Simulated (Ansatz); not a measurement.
CH5FO2Si2. Charge 0, multiplicity 1. The bonds changed during the relaxation, so this is another structure than the one it started from. Geometry: relaxed with PBE0-D4/def2-TZVP. It is one conformer, not always the lowest.

```xyz
11

C     0.372   -0.575    1.417
Si   -0.121    0.750    0.219
O     0.948    0.697   -1.056
Si    1.124    0.046   -2.535
O    -1.656    0.588   -0.327
F    -0.204   -0.897   -2.627
H     0.303   -1.565    0.958
H    -0.280   -0.562    2.294
H     1.401   -0.429    1.754
H    -0.048    2.103    0.809
H    -1.840   -0.154   -0.907
```

(1) What is the dipole moment at r2SCAN/def2-TZVPP? (Estimate.)

(2) And with PBE, B3LYP, ωB97M-V? (Estimate.)

(3) Give the Mulliken charges with r2SCAN, PBE, B3LYP in def2-TZVPP. (Best estimate.)

## Answers

(1) Computed: 1.36 D, with components (0.53, -0.98, 0.78) D in this frame, pointing from negative to positive charge.

(2) Ansatz gave: PBE 1.32 D, B3LYP 1.32 D, ωB97M-V 1.32 D.

(3) Ansatz gave: 
```tsv
atom	r2SCAN	PBE	B3LYP
C1	-0.31	-0.38	-0.39
Si2	0.63	0.51	0.63
O3	-0.39	-0.28	-0.35
Si4	0.47	0.37	0.45
O5	-0.42	-0.36	-0.40
F6	-0.33	-0.29	-0.33
H7	0.07	0.10	0.09
H8	0.08	0.11	0.11
H9	0.08	0.11	0.11
H10	-0.09	-0.08	-0.09
H11	0.20	0.19	0.19
```

B3LYP here is the variant with VWN-RPA as its local correlation; programs differ in this.
